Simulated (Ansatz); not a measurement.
Calculated with Ansatz (gas phase, PBE0-D4/def2-TZVP geometries, no zero-point term in ΔE). CCSD(T)/CBS is the MP2 limit (def2-TZVPP, def2-QZVPP) plus CCSD(T) − MP2 in def2-TZVPP, frozen cores. This one scheme is used for every species. Functionals use def2-TZVPP. B3LYP here is the variant with VWN-RPA as its local correlation; programs differ in this. def2 core potentials past Kr. For Sn outer-core shells are correlated without core-valence functions, which leaves a few kJ/mol of doubt a bond. Each species was taken in one conformer, which may not be the lowest.

Consider the ligand exchange at the Sn–C bond: `[SiH3][CH2][SnH2][Cl]` + HCl → `[Cl][SnH2][Cl]` + `C[SiH3]`.

`[SiH3][CH2][SnH2][Cl]`:

Cartesian coordinates in Å:
```
Si -1.500 0.724 -0.215
C 0.346 0.639 -0.506
Sn 1.290 -1.095 0.303
Cl 0.927 -1.001 2.611
H -1.795 0.783 1.238
H -2.081 1.924 -0.876
H -2.148 -0.488 -0.787
H 0.556 0.645 -1.580
H 0.845 1.506 -0.066
H 0.576 -2.549 -0.225
H 2.983 -1.087 0.104
```

HCl:

```xyz
2

Cl   -0.132   -0.288   -0.555
H     0.132    0.288    0.555
```

`[Cl][SnH2][Cl]`:

```xyz
5

Cl   -1.141    1.879    0.010
Sn    0.177   -0.022   -0.107
Cl   -0.864   -1.626    1.200
H     1.671    0.338    0.608
H     0.156   -0.569   -1.712
```

`C[SiH3]`:

Cartesian coordinates in Å:
```
C 0.869 0.255 -0.392
Si -0.778 -0.228 0.351
H 1.202 -0.491 -1.117
H 1.634 0.340 0.383
H 0.797 1.217 -0.904
H -1.818 -0.346 -0.707
H -1.230 0.791 1.337
H -0.676 -1.538 1.049
```

| level | ΔE (kJ/mol) | difference from CCSD(T)/CBS |
| --- | --- | --- |
| r2SCAN-D4 | -102.9 | -11.7 |
| PBE0-D4 | -97.6 | -6.4 |
| r2SCAN | -104.7 | -13.5 |
| PBE0 | -102.8 | -11.6 |
| B3LYP | -109.9 | -18.7 |
| MP2/def2-TZVPP | -86.1 | 5.1 |
| CCSD(T)/def2-TZVPP | -86.9 | 4.3 |
| MP2/def2-QZVPP | -89.0 | 2.2 |
| SCS-MP2/def2-QZVPP | -93.7 | -2.5 |
| CCSD/CBS(def2) | -94.1 | -2.9 |
| CCSD(T)/CBS | -91.2 | 0 |

Largest T1 diagnostic among the species: 0.011.

The D4 term adds +8.8 kJ/mol with B3LYP and +5.1 kJ/mol with PBE0; it sums over pairs of atoms, weighted by their polarisabilities, and B3LYP, whose exchange is more repulsive, gets the larger term. In def2-TZVPP, CCSD(T) changes the Hartree–Fock value by +32.4 kJ/mol (the triples alone add +2.9 kJ/mol) and MP2 by +33.2 kJ/mol.
